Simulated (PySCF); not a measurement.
Compound: C₆H₁₀O (charge +1 and doublet state).
Geometry (GFN2-xTB, Å), atoms numbered from 1 in this order:
```xyz
17
C6H10O angstrom
C     -1.3874    1.4332   -0.1458
C     -1.2611    0.2827   -0.8004
C     -0.4138   -0.8826   -0.3871
C     -0.7190   -1.1137    1.0998
O     -0.4157   -0.3681    1.9651
C      1.1043   -0.6420   -0.4814
C      1.6031    0.5752    0.2440
H     -1.0412    1.5777    0.8688
H     -1.8870    2.2786   -0.5918
H     -1.7911    0.1295   -1.7331
H     -0.6795   -1.7669   -0.9681
H     -1.2592   -2.0604    1.2718
H      1.6388   -1.5346   -0.1422
H      1.3258   -0.5555   -1.5530
H      1.1455    1.4883   -0.1436
H      2.6863    0.6404    0.1763
H      1.3442    0.5299    1.3109
```

The hyperfine couplings belong to this conformer and change with its torsions.

Identity: `[CH2+][CH][C@H](C=O)CC` [radical] (charge +1).

Level of theory: PySCF 2.14.0, UKS B3LYP, pcH-1 on C H O, non-relativistic, mean-field spin-orbit, GIAO. The structure is a single GFN2-xTB conformer in the gas phase; no vibrational or solvent corrections. A GFN2-xTB geometry isn't a minimum of the functional, and hyperfine couplings can be far from their values at a DFT geometry, by a factor of two or more for some ions and for spin on atoms past the first row. The frame is twisted about the C1–C2 bond at this geometry (dihedral H9–C1–C2–H10 = -9°); couplings at other torsion angles weren't computed. The SCF solution wasn't tested for stability.

What is the g tensor, term by term?

```tsv
Δg (ppm)	1	2	3
relativistic mass correction	-214	-214	-214
gauge correction	-4	38	35
orbital Zeeman/spin–orbit	40	331	3055
total	-179	154	2875
```

So g = 2.00214, 2.00247, 2.00519 and g_iso = 2.00327; the tensor is close to axial: the two nearest values differ by 11 % of g3 − g1. 

At 94.089 GHz, how far is the centre of the isotropic spectrum from where a free electron (g = 2.002319) resonates?

B = hν/(g μB) with μB/h = 13.99624 MHz/mT gives 3357.33 mT for the free electron and 3355.74 mT at g_iso, 1.59 mT lower.

Average each term over the three axes. Which is largest in size?

The orbital-Zeeman/spin–orbit term 1142, the mass correction -214 and the gauge correction 23 ppm, for a total of 950 ppm. The orbital-Zeeman/spin–orbit term is the largest in size. The mass correction is the same along every axis, so the anisotropy comes from the other two: their spans along these axes are 42 (gauge) and 3015 ppm (orbital Zeeman/spin–orbit).

In a frozen sample, at which fields do the three g values resonate at 9.5, 34, 94 and 263 GHz (hyperfine left aside), and which band first spreads them over more than twice a line width of 0.3 mT?

| band | GHz | B(g3) mT | B(g2) mT | B(g1) mT | spread mT |
| --- | --- | --- | --- | --- | --- |
| X | 9.5 | 338.50 | 338.96 | 339.01 | 0.52 |
| Q | 34.0 | 1211.46 | 1213.11 | 1213.31 | 1.85 |
| W | 94.0 | 3349.34 | 3353.90 | 3354.45 | 5.11 |
| J | 263.0 | 9371.04 | 9383.77 | 9385.33 | 14.29 |

The spread grows in proportion to the frequency. Q band is the first where it exceeds 0.6 mT.

The Mulliken spin populations are largest on O5 (+0.34), C1 (+0.27), C2 (+0.10) and C3 (+0.10).

The HOMO–LUMO gaps are 5.75 eV among the α and 2.21 eV among the β orbitals.

On one thread, Arm Neoverse V2 (aarch64), shared host with 96 logical CPUs at a one-minute load of 85, this took 79 s wall (grids of density and orbitals included) and 0.97 GiB of memory at its peak.

The SMILES draws the unpaired electron on C2; the largest computed Mulliken spin population is on O5 (0.34 against 0.10).
